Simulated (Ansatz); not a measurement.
Stepwise reaction of `CB(C)F` with hydrogen, as a gas-phase model of exchange steps in deposition or etching. ΔE in kJ/mol; ΔG adds harmonic PBE0-D4 terms to CCSD(T)/CBS, at 1 bar.

Program: Ansatz. Geometries: PBE0-D4/def2-TZVP. ΔE: electronic, gas phase. CCSD(T)/CBS is the MP2 limit (def2-TZVPP, def2-QZVPP) plus CCSD(T) − MP2 in def2-TZVPP, frozen cores. This one scheme is used for every species. Functionals use def2-TZVPP. B3LYP here is the variant with VWN-RPA as its local correlation; programs differ in this.

```csv
step,reaction,PBE-D4,B3LYP-D4,ωB97M-V,CCSD(T)/CBS,ΔG(600 K)
1,`CB(C)F` + H₂ → `CBF` + CH₄,-10.7,-16.8,-13.4,-14.7,-9.4
```

Question: Give the row of step 2, `CBF` + H₂ → `BF` + CH₄. (Estimate.)

Answer: Computed: 
```json
{"step": "2", "reaction": "`CBF` + H₂ → `BF` + CH₄", "PBE-D4": "-4.0", "B3LYP-D4": "-11.8", "ωB97M-V": "-8.5", "CCSD(T)/CBS": "-10.6", "ΔG(600 K)": "3.1"}
```

Question: By hand: ΔE of the 2 steps together at CCSD(T)/CBS.

Answer: (-14.7) + (-10.6) = -25.3 kJ/mol, or -12.6 kJ/mol a step.

In ΔE the steps differ by no more than 4.1 kJ/mol. All are downhill at CCSD(T)/CBS. ΔG lies between -9.4 and 3.1 kJ/mol a step. PBE-D4 differs from CCSD(T)/CBS by 4.0 to 6.6 kJ/mol a step. Isolated molecules leave out the surface, adducts and barriers. Largest T1 diagnostic: 0.013.
